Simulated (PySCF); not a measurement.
## Spinor energies of In⁺ (indium, charge +1)

Start: [Kr] 4d10 5s2. Calculated with PySCF 2.14 in x2c-QZVPPall-2c: generalised Hartree-Fock with the X2C-1e Hamiltonian and a Gaussian nucleus; one run each with spin-orbit coupling (SO) switched off, then screened by Boettger's factors.

```csv
spinor shell,electrons,"ε, spin-free (eV)","ε, screened SO (eV)",weight of nominal j (screened SO),"rms radius, screened SO (bohr)"
1s1/2,2,-28089.4,-28087.2,1.000,0.0340
2s1/2,2,-4303.1,-4302.4,1.000,0.139
2p1/2,2,-3855.8,-4002.1,1.000,0.120
2p3/2,4,-3855.8,-3788.9,1.000,0.125
3s1/2,2,-861.71,-861.54,1.000,0.371
3p1/2,2,-711.54,-738.84,1.000,0.365
3p3/2,4,-711.54,-699.00,1.000,0.376
3d3/2,4,-479.26,-484.00,1.000,0.350
3d5/2,6,-479.26,-475.95,1.000,0.353
4s1/2,2,-151.82,-151.79,1.000,0.907
4p1/2,2,-104.70,-109.53,1.000,0.971
4p3/2,4,-104.70,-102.49,1.000,1.00
4d3/2,4,-34.915,-35.501,1.000,1.26
4d5/2,6,-34.915,-34.518,1.000,1.28
5s1/2,2,-17.294,-17.296,1.000,2.76
```

| quantity | spin-free | screened SO |
| --- | --- | --- |
| E (hartree) | -5877.50735 | -5878.80042 |
| M_J | 0 | 0 |
| ⟨J²⟩ | 0.000 | 0.000 |
| ⟨L²⟩ | 0.000 | 0.017 |
| ⟨S²⟩ | 0.000 | 0.017 |

Breit and QED terms are absent; they matter most for the inner s and p1/2 levels.

Densities and radii are taken from the X2C orbitals without a picture-change correction, which distorts them close to the nucleus.

Without spin-orbit coupling the j labels of p, d and f shells carry no meaning; the spin-free column gives the mean over the occupied spinors of each nl shell.
